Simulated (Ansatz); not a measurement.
The first iterations of a band of CH5NSeSi2 (10 atoms, charge 0, multiplicity 1).

Level of theory: RKS r2SCAN/def2-SVP in Ansatz 0.2.0.

* movable images: 9
* climbing image: yes
* spring: 5.0 eV/Å²
* optimiser: quadratic models (default)
* start path: IDPP
* force threshold: 0.05 eV/Å
* iteration limit: 25
* end points: relaxed

Image 0:

```xyz
10
Properties=species:S:1:pos:R:3
N -3.251 -0.188 0.161
C -2.139 0.145 0.268
Si -0.350 0.618 0.426
Si 0.955 -1.272 -0.053
Se -0.065 2.245 -1.161
H -0.172 1.123 1.820
H 2.387 -0.844 -0.085
H 0.552 -1.793 -1.390
H 0.771 -2.321 0.995
H 1.397 2.237 -0.978
```

Image 10:

```xyz
10
Properties=species:S:1:pos:R:3
N -3.038 0.087 0.458
C -1.889 0.282 0.430
Si -0.049 0.555 0.361
Si 0.957 -1.497 -0.172
Se 0.469 2.030 -1.303
H 0.331 1.082 1.703
H 2.438 -1.315 -0.212
H 0.459 -1.934 -1.508
H 0.593 -2.502 0.868
H -0.188 3.160 -0.623
```

| iteration | highest image above the first end (eV) | largest band force component (eV/Å) |
| --- | --- | --- |
| 1 | 0.122 | 0.516 |
| 2 | 0.079 | 0.389 |

Task: Does the band converge within its limit, and where does its top end?

Result: It converged. It ended after 5 iterations with the highest image 0.022 eV above the first end. A vibrational analysis at the climbing image gives one clearly imaginary mode, 117i cm⁻¹: a first-order saddle point.

The run took 4.7 min on 2 threads of Arm Neoverse V2 (shared host), peak memory 0.2 GiB.
